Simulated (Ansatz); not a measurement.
Reaction (substitution at a C–C bond): `CC1=C(F)NC1` + `BC(=C)S` → `BC(=C)SC` + `FC1=CCN1`

Calculated with Ansatz (gas phase, PBE0-D4/def2-TZVP geometries, no zero-point term in ΔE). CCSD(T)/CBS is the MP2 limit (def2-TZVPP, def2-QZVPP) plus CCSD(T) − MP2 in def2-TZVPP, frozen cores. Each species was taken in one conformer, which may not be the lowest.

```tsv
species	CCSD/def2-TZVPP energy (Eh)
`CC1=C(F)NC1`	-310.04154
`BC(=C)S`	-501.51612
`BC(=C)SC`	-540.74437
`FC1=CCN1`	-270.80355
```

Q: Work out ΔE.

A: ΔE = (-540.74437) + (-270.80355) − (-310.04154) − (-501.51612) = 0.00974 Eh = +0.27 eV. CCSD(T)/CBS gives +0.22 eV.

Largest T1 diagnostic among the species: 0.012.

In def2-TZVPP, CCSD(T) changes the Hartree–Fock value by −0.04 eV (the triples alone add −0.02 eV) and MP2 by −0.06 eV.
